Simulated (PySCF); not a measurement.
# Orbital picture of CaTe

PBE0 at R = 2.646 Å; basis Ca x2c-SVPall, Te x2c-SVPall; spin-free X2C with a Gaussian nucleus; PySCF 2.14. State: ³Π (triplet), unpaired electrons σ ↑, π ↑, a second solution, started from another occupation. Only the outer orbitals are listed, counted within each symmetry.

```tsv
spin	orbital	occ.	ε (eV)	on Ca (%)	main shells (%)
α	7π	1	-30.06	100	100 Ca p
α	14σ	1	-30.04	99	99 Ca p
α	7π	1	-29.99	100	100 Ca p
α	15σ	1	-16.23	6	94 Te s
α	8π	1	-7.16	8	92 Te p
α	16σ	1	-6.90	17	81 Te p, 12 Ca s
α	8π	1	-6.17	11	88 Te p
α	17σ	1	-4.10	95	74 Ca s, 15 Ca p
α	9π	0	-0.73	100	58 Ca p, 41 Ca d
α	18σ	0	-0.69	94	72 Ca d, 22 Ca p
α	9π	0	-0.63	100	56 Ca p, 44 Ca d
β	7π	1	-29.93	100	100 Ca p
β	7π	1	-29.90	100	100 Ca p
β	14σ	1	-29.83	99	99 Ca p
β	15σ	1	-15.21	7	93 Te s
β	16σ	1	-6.43	17	81 Te p, 11 Ca s
β	8π	1	-5.84	12	88 Te p
β	8π	0	-3.87	15	84 Te p, 10 Ca d
β	17σ	0	-2.03	97	81 Ca s, 9 Ca p
β	18σ	0	-0.06	94	68 Ca d, 26 Ca p
```

Question: Which are the highest filled and the lowest empty level, where do they sit, and how wide is the gap?

Answer: Highest filled α 17σ at -4.10 eV (in %: 74 Ca s, 15 Ca p); lowest empty β 8π at -3.87 eV (in %: 84 Te p, 10 Ca d); the gap at PBE0 is 0.23 eV.

The bond order (Mayer) is 1.21 and the ⟨S²⟩ is 2.002. The charge on Ca (Mulliken, basis-dependent) is 0.30, the charge on Ca (Löwdin, basis-dependent) is -0.05 and the dipole moment (positive dipole means Ca(−)Te(+)) is -3.38 D.

Spin–orbit coupling is left out.
